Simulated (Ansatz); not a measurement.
Geometry optimisation, RKS PBE0-D4/def2-SVP in Ansatz 0.2.0.

Input:

```yaml
crystal:
  periodic: [false, false, false]
  atoms:
    - { symbol: "N", position_ang: [0.7653, 0.0669, 1.5617] }
    - { symbol: C, position_ang: [0.1452, -0.2375, 0.4435] }
    - { symbol: O, position_ang: [-0.48, -1.3119, -0.4137] }
    - { symbol: Al, position_ang: [-0.389, 0.2932, -1.1441] }
    - { symbol: Cl, position_ang: [-0.9053, 1.7128, -2.7779] }
    - { symbol: H, position_ang: [0.906, -0.5876, 2.2842] }
basis:
  gaussian: { orbitals: def2-SVP }
hamiltonian:
  xc: pbe0
  dispersion: d4
relax:
  f_tol: 0.015
  max_steps: 40
```

Run as:

```bash
$ ansatz run input.yaml --threads 1 --pin off --max-ram 2048MiB --backend cpu --events-out ev --progress --plain --runs-dir out
```

Problem. Where does it end, and by what steps?

Solution. The run converged. After 7 steps the energy has fallen by 1.186 eV; H6 moved furthest, 0.50 Å.

```csv
step,energy less start (eV),largest force component (eV/Å),accepted
0,0.0000,4.811,yes
1,-0.8228,1.655,yes
2,-1.1195,0.749,yes
3,-1.1626,0.656,yes
4,-1.1778,0.518,yes
5,-1.1847,0.273,yes
6,-1.1859,0.089,yes
7,-1.1860,0.009,yes
```

```xyz
6
Properties=species:S:1:pos:R:3
N 0.773 -0.048 1.685
C 0.271 0.025 0.552
O -0.319 -0.935 -0.272
Al -0.370 0.595 -1.127
Cl -1.049 1.300 -2.952
H 0.735 -1.001 2.067
```

The run took 18 s on 1 thread of Intel(R) Xeon(R) 6975P-C (Granite Rapids) (shared host), peak memory 0.18 GiB.
